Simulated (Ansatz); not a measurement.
`NB(N)Cl` + HBr → `NB(Cl)Br` + NH₃ at 500 K and 1 bar (ligand exchange at a B–N bond).

Calculated with Ansatz (gas phase, PBE0-D4/def2-TZVP geometries, no zero-point term in ΔE). CBS: MP2 limit from def2 TZ/QZ plus the TZ coupled-cluster correction, frozen cores. This one scheme is used for every species. For Br outer-core shells are correlated without core-valence functions, which leaves a few kJ/mol of doubt a bond. Scalar relativity is left out up to krypton. One conformer a species, not always the lowest.

```json
{"species": "`NB(N)Cl`", "CCSD(T)/CBS energy (Eh)": "-596.52476", "H − E (kJ/mol)": "192.0", "S (J/(mol·K))": "346.7"}
{"species": "HBr", "CCSD(T)/CBS energy (Eh)": "-2573.91920", "H − E (kJ/mol)": "30.5", "S (J/(mol·K))": "213.7"}
{"species": "`NB(Cl)Br`", "CCSD(T)/CBS energy (Eh)": "-3113.92934", "H − E (kJ/mol)": "120.0", "S (J/(mol·K))": "353.8"}
{"species": "NH₃", "CCSD(T)/CBS energy (Eh)": "-56.50880", "H − E (kJ/mol)": "108.2", "S (J/(mol·K))": "211.8"}
```

H − E and S are ideal-gas, rigid-rotor, harmonic terms from PBE0-D4/def2-TZVP, for one conformer and one mirror image of each species. 1 Eh = 2625.50 kJ/mol, R = 8.31446 J/(mol·K).

By hand: ΔE, ΔH, ΔS and ΔG.

ΔE = (-3113.92934) + (-56.50880) − (-596.52476) − (-2573.91920) = 0.00582 Eh = 15.3 kJ/mol. Δ(H − E) = 120.0 + 108.2 − 192.0 − 30.5 = 5.7, so ΔH = 21.0 kJ/mol. ΔS = 353.8 + 211.8 − 346.7 − 213.7 = 5.2 J/(mol·K). ΔG = 21.0 − 500 × (5.2)/1000 = 18.4 kJ/mol.

By hand: the equilibrium constant, and the temperature at which ΔG would vanish if ΔH and ΔS stayed fixed.

log₁₀ K = −ΔG/(RT ln 10) = -1.9. ΔG = 0 at ΔH/ΔS = 4038 K, far beyond where these terms or the molecules hold.

The number of gas molecules stays the same, so ΔS is small and ΔH decides. A doubt of 5 kJ/mol in ΔE shifts log₁₀ K by 0.5 here. Other conformers and mirror images would add mixing entropy, several J/(mol·K) or more a flexible species. These are equilibria of isolated gas molecules and say nothing of rates. Largest T1 diagnostic: 0.010 (customary marks: 0.02 for closed shells, 0.045 for open ones).
